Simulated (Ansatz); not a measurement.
chrysene (C₁₈H₁₂), SMILES c1cc2c3ccc4ccccc4c3ccc2cc1. Heavy atoms are numbered as in [cH:1]1[cH:2][cH:3][c:4]2[c:5]([cH:6]1)[cH:7][cH:8][c:9]1[c:10]3[cH:11][cH:12][cH:13][cH:14][c:15]3[cH:16][cH:17][c:18]21.

The numbers are results of B3LYP-D3(BJ)/def2-SVP in Ansatz (an electronic-structure program), not measurements.

Bond lengths of the relaxed neutral molecule (Å): C1–C2 1.411, C1–C6 1.381, C2–C3 1.383, C3–C4 1.419, C4–C5 1.429, C4–C18 1.453, C5–C6 1.418, C5–C7 1.428, C7–C8 1.366, C8–C9 1.432, C9–C10 1.453, C9–C18 1.419, C10–C11 1.419, C10–C15 1.429, C11–C12 1.383, C12–C13 1.411, C13–C14 1.381, C14–C15 1.418, C15–C16 1.428, C16–C17 1.366, C17–C18 1.432.

**Question.** How do the bond lengths change in the relaxed lowest triplet? (An estimate is asked for; the answer gives what the named calculation found.)

**Answer.** 
```tsv
bond	neutral (Å)	triplet (Å)
C1–C2	1.411	1.393
C1–C6	1.381	1.398
C2–C3	1.383	1.408
C3–C4	1.419	1.396
C4–C5	1.429	1.433
C4–C18	1.453	1.479
C5–C6	1.418	1.412
C5–C7	1.428	1.426
C7–C8	1.366	1.420
C8–C9	1.432	1.376
C9–C10	1.453	1.479
C9–C18	1.419	1.483
C10–C11	1.419	1.396
C10–C15	1.429	1.433
C11–C12	1.383	1.408
C12–C13	1.411	1.393
C13–C14	1.381	1.398
C14–C15	1.418	1.412
C15–C16	1.428	1.426
C16–C17	1.366	1.420
C17–C18	1.432	1.376
```
